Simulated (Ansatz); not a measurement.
Basis-set extrapolation for `N[Si](O)O` radical (PBE0-D4/def2-TZVP geometry, frozen core, Ansatz 0.2.0). Multiplicity 2, UHF reference.

|  | def2-TZVPP | def2-QZVPP |
| --- | --- | --- |
| HF | -495.644793 | -495.665445 |
| MP2 correlation | -0.794680 | -0.858905 |
| CCSD(T) correlation | -0.841062 | not run |

Energies in hartree. Use E(X) = E(∞) + A·exp(−7.88·√X) for Hartree–Fock and E(X) = E(∞) + B·X^(−2.97) for correlation, with X = 3 and 4, and add CCSD(T) minus MP2 of the smaller set to the MP2 limit.

Problem. What is the CCSD(T) energy at the basis-set limit?

Solution. HF limit: -495.665445 + (-0.020652) × 0.13774 = -495.66829. MP2 limit: -0.858905 + (-0.064225) × 0.74074 = -0.90648. Higher-order term: -0.841062 − (-0.794680) = -0.04638. Total: -496.62115 hartree, 355.2 kJ/mol below CCSD(T)/def2-TZVPP.
